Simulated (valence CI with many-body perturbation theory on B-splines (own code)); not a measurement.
**Energy levels of Yb⁵⁶⁺**

Calculated by relativistic CI+MBPT: four valence electrons over a frozen Dirac-Fock core [Ne], a basis of 11 s, 11 p, 10 d, 8 f, 5 g, 2 h functions for each j, with the one-electron correlation potential Σ1 (screened to all orders), the two-electron term Σ2, the three-electron term Σ3, Breit, model QED; selected single and double excitations, second order for the rest, scaled by the run's own slope (own B-spline code, finite nucleus).

The last digits are not significant, and no measured levels were compared; by estimate large intervals hold to a few tenths of a per cent, small ones and those within an open d or f shell to about a per cent. Among the levels kept, up to 550 cm⁻¹ of a level comes from second order outside the variational space, and about a tenth of that is noise between levels of different J, which matters for small intervals.

Levels 1 to 45 of 164, with energies above the lowest level, (3s^2 3p1/2^2) J=0. "Leading %" is the weight of the configuration and term that name the level; weights of strongly mixed levels are sums over their largest components and can fall short. In the jj column 3d3/2^4 stands for four electrons in 3d with j = 3/2.

| No. | Configuration | Term | J | E (× 10³ cm⁻¹) | Leading % | Second component | g | Leading jj |
| --- | --- | --- | --- | --- | --- | --- | --- | --- |
| 1 | 3s2 3p2 | 3P | 0 | 0.00 | 69 | 30 % 3s2 3p2 1S |  | 3s^2 3p1/2^2 (99 %) |
| 2 | 3s2 3p2 | 3P | 1 | 2137.5 | 99 |  | 1.490 | 3s^2 3p1/2 3p3/2 (99 %) |
| 3 | 3s2 3p2 | 1D | 2 | 2208.3 | 64 | 35 % 3s2 3p2 3P | 1.166 | 3s^2 3p1/2 3p3/2 (99 %) |
| 4 | 3s 3p3 | 3P° | 2 | 3380.0 | 46 | 28 % 3s 3p3 5S° | 1.534 | 3s 3p1/2^2 3p3/2 (96 %) |
| 5 | 3s 3p3 | 3D° | 1 | 3592.3 | 30 | 23 % 3s 3p3 1P° | 1.039 | 3s 3p1/2^2 3p3/2 (83 %) |
| 6 | 3s2 3p 3d | 3F° | 2 | 3793.1 | 74 | 20 % 3s2 3p 3d 1D° | 0.754 | 3s^2 3p1/2 3d3/2 (99 %) |
| 7 | 3s2 3p 3d | 3D° | 1 | 4115.3 | 45 | 24 % 3s2 3p 3d 1P° | 0.878 | 3s^2 3p1/2 3d3/2 (83 %) |
| 8 | 3s2 3p2 | 3P | 2 | 4398.6 | 63 | 35 % 3s2 3p2 1D | 1.310 | 3s^2 3p3/2^2 (98 %) |
| 9 | 3s2 3p 3d | 3P° | 2 | 4440.7 | 44 | 33 % 3s2 3p 3d 3D° | 1.291 | 3s^2 3p1/2 3d5/2 (96 %) |
| 10 | 3s2 3p 3d | 3F° | 3 | 4448.0 | 52 | 25 % 3s2 3p 3d 1F° | 1.108 | 3s^2 3p1/2 3d5/2 (98 %) |
| 11 | 3s2 3p2 | 1S | 0 | 4552.4 | 68 | 30 % 3s2 3p2 3P |  | 3s^2 3p3/2^2 (98 %) |
| 12 | 3s 3p2 3d | 3D | 1 | 5066.1 | 43 | 41 % 3s 3p2 3d 5F | 0.432 | 3s 3p1/2^2 3d3/2 (98 %) |
| 13 | 3s 3p2 3d | 3D | 2 | 5120.1 | 29 | 20 % 3s 3p2 3d 5F | 1.135 | 3s 3p1/2^2 3d3/2 (97 %) |
| 14 | 3s 3p3 | 3D° | 2 | 5463.0 | 50 | 44 % 3s 3p3 5S° | 1.521 | 3s 3p1/2 3p3/2^2 (95 %) |
| 15 | 3s 3p3 | 3D° | 3 | 5597.3 | 93 |  | 1.311 | 3s 3p1/2 3p3/2^2 (93 %) |
| 16 | 3s 3p2 3d | 3D | 3 | 5677.1 | 33 | 21 % 3s 3p2 3d 5D | 1.350 | 3s 3p1/2^2 3d5/2 (97 %) |
| 17 | 3s 3p3 | 3P° | 0 | 5686.9 | 87 | 12 % 3s2 3p 3d 3P° |  | 3s 3p1/2 3p3/2^2 (87 %) |
| 18 | 3s 3p2 3d | 3F | 2 | 5782.1 | 28 | 21 % 3s 3p2 3d 1D | 1.022 | 3s 3p1/2^2 3d5/2 (95 %) |
| 19 | 3s 3p3 | 3P° | 1 | 5795.0 | 35 | 21 % 3s 3p3 3D° | 1.270 | 3s 3p1/2 3p3/2^2 (83 %) |
| 20 | 3s 3p3 | 1D° | 2 | 5799.4 | 56 | 11 % 3s2 3p 3d 3D° | 1.082 | 3s 3p1/2 3p3/2^2 (72 %) |
| 21 | 3s 3p3 | 3S° | 1 | 5882.0 | 33 | 25 % 3s 3p3 3P° | 1.348 | 3s 3p1/2 3p3/2^2 (96 %) |
| 22 | 3s2 3p 3d | 3F° | 3 | 6211.4 | 43 | 36 % 3s2 3p 3d 1F° | 1.090 | 3s^2 3p3/2 3d3/2 (93 %) |
| 23 | 3s2 3p 3d | 3D° | 2 | 6235.0 | 40 | 18 % 3s 3p3 1D° | 1.059 | 3s^2 3p3/2 3d3/2 (72 %) |
| 24 | 3s2 3p 3d | 3P° | 1 | 6241.5 | 47 | 32 % 3s2 3p 3d 3D° | 1.120 | 3s^2 3p3/2 3d3/2 (84 %) |
| 25 | 3s2 3p 3d | 3P° | 0 | 6250.9 | 87 | 12 % 3s 3p3 3P° |  | 3s^2 3p3/2 3d3/2 (87 %) |
| 26 | 3s2 3p 3d | 3F° | 4 | 6533.6 | 99 |  | 1.239 | 3s^2 3p3/2 3d5/2 (99 %) |
| 27 | 3s2 3p 3d | 3P° | 2 | 6601.8 | 44 | 40 % 3s2 3p 3d 1D° | 1.237 | 3s^2 3p3/2 3d5/2 (95 %) |
| 28 | 3s2 3p 3d | 3D° | 3 | 6785.0 | 58 | 38 % 3s2 3p 3d 1F° | 1.194 | 3s^2 3p3/2 3d5/2 (94 %) |
| 29 | 3s2 3p 3d | 1P° | 1 | 6858.4 | 63 | 24 % 3s2 3p 3d 3P° | 1.074 | 3s^2 3p3/2 3d5/2 (96 %) |
| 30 | 3p4 | 3P | 2 | 6983.0 | 24 | 20 % 3s 3p2 3d 5F | 1.184 | 3s 3p1/2 3p3/2 3d3/2 (60 %) |
| 31 | 3s 3p2 3d | 5D | 0 | 7042.7 | 72 | 14 % 3s 3p2 3d 3P |  | 3s 3p1/2 3p3/2 3d3/2 (91 %) |
| 32 | 3s 3p2 3d | 5D | 1 | 7064.3 | 52 | 22 % 3s 3p2 3d 5F | 1.145 | 3s 3p1/2 3p3/2 3d3/2 (99 %) |
| 33 | 3s 3p2 3d | 5F | 3 | 7104.0 | 44 | 35 % 3s 3p2 3d 3F | 1.137 | 3s 3p1/2 3p3/2 3d3/2 (96 %) |
| 34 | 3p4 | 3P | 2 | 7125.5 | 26 | 24 % 3s 3p2 3d 5F | 1.174 | 3s 3p1/2 3p3/2 3d3/2 (53 %) |
| 35 | 3p4 | 1S | 0 | 7206.0 | 43 | 25 % 3p4 3P |  | 3p1/2^2 3p3/2^2 (69 %) |
| 36 | 3s 3p2 3d | 3G | 4 | 7229.7 | 30 | 22 % 3s 3p2 3d 5F | 1.168 | 3s 3p1/2 3p3/2 3d3/2 (93 %) |
| 37 | 3s 3p2 3d | 3F | 2 | 7335.8 | 59 | 8 % 3s 3p2 3d 3P | 0.908 | 3s 3p1/2 3p3/2 3d3/2 (86 %) |
| 38 | 3s 3p2 3d | 3D | 3 | 7381.1 | 31 | 19 % 3s 3p2 3d 5P | 1.299 | 3s 3p1/2 3p3/2 3d3/2 (90 %) |
| 39 | 3s 3p2 3d | 5P | 1 | 7416.9 | 32 | 25 % 3s 3p2 3d 3P | 1.736 | 3s 3p1/2 3p3/2 3d3/2 (96 %) |
| 40 | 3s 3p2 3d | 3D | 2 | 7426.3 | 24 | 23 % 3s 3p2 3d 5P | 1.399 | 3s 3p1/2 3p3/2 3d3/2 (85 %) |
| 41 | 3s 3p2 3d | 3G | 3 | 7455.7 | 47 | 22 % 3s 3p2 3d 1F | 0.930 | 3s 3p1/2 3p3/2 3d3/2 (97 %) |
| 42 | 3s 3p2 3d | 3D | 1 | 7468.5 | 42 | 20 % 3s 3p2 3d 1P | 0.808 | 3s 3p1/2 3p3/2 3d3/2 (94 %) |
| 43 | 3s 3p2 3d | 5D | 4 | 7545.4 | 47 | 35 % 3s 3p2 3d 5F | 1.385 | 3s 3p1/2 3p3/2 3d5/2 (99 %) |
| 44 | 3s 3p2 3d | 3D | 1 | 7639.0 | 51 | 15 % 3s 3p2 3d 3P | 0.939 | 3s 3p1/2 3p3/2 3d3/2 (86 %) |
| 45 | 3s 3p2 3d | 3F | 2 | 7670.3 | 30 | 15 % 3s 3p2 3d 1D | 0.973 | 3s 3p1/2 3p3/2 3d3/2 (74 %) |

The ionisation energy to 3s2 3p 2P°_1/2 of the next ion comes out as 5732.2 eV (NIST: 5731 ± 5 eV (theoretical)). All 164 levels together are meant to be complete up to 11520 × 10³ cm⁻¹.
